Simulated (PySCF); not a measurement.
C₃H₇NSi, SMILES NC=C=C[SiH3].

Geometry optimised at r2SCAN-D4/def2-SVP. The structure was generated by enumeration; whether it is a known compound was not checked. Other conformers were not sampled.

The numbers are results of TDA-PBE/def2-SVPD run with PySCF, not measurements.

Vertical excitations. Gas-phase values at a fixed geometry.

Computed UV-visible absorptions:
```csv
state,energy (eV),λ (nm),f,main pairs
S1,3.64,341,0.000,HOMO→LUMO 100 %
S2,4.83,257,0.002,HOMO→LUMO+2 95 %
S3,5.39,230,0.115,"HOMO→LUMO+1 37 %, HOMO→LUMO+5 27 %, HOMO→LUMO+3 17 %, HOMO→LUMO+4 10 %"
S4,5.40,230,0.032,HOMO→LUMO+3 82 %
S5,5.59,222,0.001,"HOMO→LUMO+4 74 %, HOMO→LUMO+5 24 %"
S6,5.81,214,0.006,HOMO→LUMO+6 89 %
S7,6.02,206,0.008,HOMO→LUMO+7 72 %
S8,6.13,202,0.020,"HOMO−1→LUMO 25 %, HOMO→LUMO+7 22 %, HOMO→LUMO+5 14 %, HOMO→LUMO+1 8 %"
S9,6.38,194,0.168,"HOMO−1→LUMO+1 58 %, HOMO→LUMO+8 22 %"
S10,6.40,194,0.177,"HOMO−1→LUMO+1 34 %, HOMO−1→LUMO+2 22 %, HOMO→LUMO+8 21 %, HOMO−1→LUMO 12 %"
T1,3.27,380,0,HOMO→LUMO 100 %
T2,3.97,312,0,HOMO→LUMO+1 91 %
T3,4.38,283,0,HOMO−1→LUMO 93 %
T4,4.72,263,0,HOMO→LUMO+2 97 %
```
Triplets are in the Tamm–Dancoff approximation.
